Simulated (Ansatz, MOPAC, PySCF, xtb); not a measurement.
Lewis adduct: AlH3 (SMILES [AlH3]) (first 4 atoms) with CHN (SMILES C#N); geometry from B3LYP-D3(BJ)/def2-TZVP, rigid monomers moved along the line of their centres of mass till Al1···N6 is 2.37 Å.
(charge 0, multiplicity 1):
```csv
atom,x (Å),y (Å),z (Å)
Al,-0.1616,0.3641,0.2628
H,1.2536,0.8243,-0.2996
H,-1.2365,1.4889,0.5949
H,-0.6908,-1.0821,-0.1362
C,0.8286,-0.3567,3.5550
N,0.5068,-0.1242,2.4862
H,1.1301,-0.5741,4.5560
```

```json
[
 {"level": "PM6", "interaction energy (kcal/mol)": "-8.67", "minus CCSD(T)/CBS(aug-cc-pV(D+d)Z, aug-cc-pV(T+d)Z)": "9.47", "cost": "-"},
 {"level": "GFN1-xTB", "interaction energy (kcal/mol)": "-27.35", "minus CCSD(T)/CBS(aug-cc-pV(D+d)Z, aug-cc-pV(T+d)Z)": "-9.21", "cost": "-"},
 {"level": "HF/STO-3G (no counterpoise)", "interaction energy (kcal/mol)": "-20.43", "minus CCSD(T)/CBS(aug-cc-pV(D+d)Z, aug-cc-pV(T+d)Z)": "-2.30", "cost": "-"},
 {"level": "HF/6-31G*", "interaction energy (kcal/mol)": "-15.01", "minus CCSD(T)/CBS(aug-cc-pV(D+d)Z, aug-cc-pV(T+d)Z)": "3.13", "cost": "-"},
 {"level": "r2SCAN/def2-TZVPPD", "interaction energy (kcal/mol)": "-18.71", "minus CCSD(T)/CBS(aug-cc-pV(D+d)Z, aug-cc-pV(T+d)Z)": "-0.57", "cost": "×2"},
 {"level": "B3LYP/6-311+G** (no counterpoise)", "interaction energy (kcal/mol)": "-15.82", "minus CCSD(T)/CBS(aug-cc-pV(D+d)Z, aug-cc-pV(T+d)Z)": "2.32", "cost": "-"},
 {"level": "B3LYP-D3(BJ)/def2-TZVPPD", "interaction energy (kcal/mol)": "-17.81", "minus CCSD(T)/CBS(aug-cc-pV(D+d)Z, aug-cc-pV(T+d)Z)": "0.32", "cost": "×2"},
 {"level": "B3LYP-D4/def2-TZVPPD", "interaction energy (kcal/mol)": "-17.65", "minus CCSD(T)/CBS(aug-cc-pV(D+d)Z, aug-cc-pV(T+d)Z)": "0.48", "cost": "×2"},
 {"level": "PBE0-D4/def2-TZVPPD", "interaction energy (kcal/mol)": "-18.50", "minus CCSD(T)/CBS(aug-cc-pV(D+d)Z, aug-cc-pV(T+d)Z)": "-0.36", "cost": "×1"},
 {"level": "MP2/6-31G*", "interaction energy (kcal/mol)": "-16.61", "minus CCSD(T)/CBS(aug-cc-pV(D+d)Z, aug-cc-pV(T+d)Z)": "1.52", "cost": "-"},
 {"level": "MP2/aug-cc-pV(T+d)Z", "interaction energy (kcal/mol)": "-18.57", "minus CCSD(T)/CBS(aug-cc-pV(D+d)Z, aug-cc-pV(T+d)Z)": "-0.44", "cost": "-"},
 {"level": "SCS-MP2/aug-cc-pV(T+d)Z", "interaction energy (kcal/mol)": "-17.76", "minus CCSD(T)/CBS(aug-cc-pV(D+d)Z, aug-cc-pV(T+d)Z)": "0.37", "cost": "-"},
 {"level": "CCSD/aug-cc-pV(D+d)Z", "interaction energy (kcal/mol)": "-16.58", "minus CCSD(T)/CBS(aug-cc-pV(D+d)Z, aug-cc-pV(T+d)Z)": "1.56", "cost": "-"},
 {"level": "CCSD(T)/CBS(aug-cc-pV(D+d)Z, aug-cc-pV(T+d)Z)", "interaction energy (kcal/mol)": "-18.14", "minus CCSD(T)/CBS(aug-cc-pV(D+d)Z, aug-cc-pV(T+d)Z)": "0.00", "cost": "×60*"}
]
```

 The comparison column counts from a level with limits of its own.

The rows run from -27.35 (GFN1-xTB) to -8.67 kcal/mol (PM6).

Interaction energies are E(AB) − E(A) − E(B) at the monomers' geometry in the complex; basis-set methods are counterpoise corrected. Rows marked so take none.

Cores are frozen in the correlated methods. CBS: X⁻³ extrapolation of the correlation energy, Hartree–Fock from the larger set. Rows in 6-311+G**, 6-31G*, STO-3G carry no dispersion term and start afresh at each structure (6-31G* with six Cartesian d functions). MP2/6-31G* freezes PySCF's default core. The state that PM6 reach isn't checked.

Programs: Ansatz (Gaussian basis) for Hartree–Fock, density functionals and correlated methods; MOPAC for PM6 (differences of heats of formation); PySCF for 6-311+G** rows, 6-31G* rows, STO-3G rows, the dispersion terms; xtb for the GFN methods. Each number belongs to the level named beside it.

Costs are rough ratios of core time to PBE/def2-TZVPPD (about 4 s over the structures, on one shared machine); a dash marks a level with no comparable run of its own. A star marks coupled-cluster runs past 200 virtual orbitals, where the program's memory plan changes under this machine's limit, so their costs aren't comparable with smaller runs.

Ansatz is a quantum-chemistry and plane-wave program.
